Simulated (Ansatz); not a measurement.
Stepwise reaction of `[F][Sn][F]` with ammonia, as a gas-phase model of exchange steps in deposition or etching. ΔE in kJ/mol; ΔG adds harmonic PBE0-D4 terms to CCSD(T)/CBS, at 1 bar.

Gas-phase electronic energies from Ansatz, PBE0-D4/def2-TZVP geometries. CCSD(T)/CBS adds triple-zeta CCSD(T) − MP2 to the extrapolated MP2 energy (def2 sets, frozen cores). This one scheme is used for every species. DFT in def2-TZVPP. B3LYP here is the variant with VWN-RPA as its local correlation; programs differ in this. def2 core potentials past Kr. For Sn outer-core shells are correlated without core-valence functions, which leaves a few kJ/mol of doubt a bond. One conformer a species, not always the lowest.

```json
{"step": "1", "reaction": "`[F][Sn][F]` + NH₃ → `[NH2][Sn][F]` + H–F", "PBE-D4": "68.4", "B3LYP-D4": "70.1", "ωB97M-V": "68.8", "CCSD(T)/CBS": "62.7", "ΔG(400 K)": "59.8"}
{"step": "2", "reaction": "`[NH2][Sn][F]` + NH₃ → `[NH2][Sn][NH2]` + H–F", "PBE-D4": "83.3", "B3LYP-D4": "85.4", "ωB97M-V": "82.9", "CCSD(T)/CBS": "75.9", "ΔG(400 K)": "73.7"}
```

Q: By hand: ΔE of the 2 steps together at CCSD(T)/CBS.

A: (62.7) + (75.9) = 138.6 kJ/mol, or 69.3 kJ/mol a step.

In ΔE each step is higher than the one before. All are uphill at CCSD(T)/CBS. ΔG lies between 59.8 and 73.7 kJ/mol a step. PBE-D4 differs from CCSD(T)/CBS by 5.7 to 7.4 kJ/mol a step. Isolated molecules leave out the surface, adducts and barriers. Largest T1 diagnostic: 0.017.
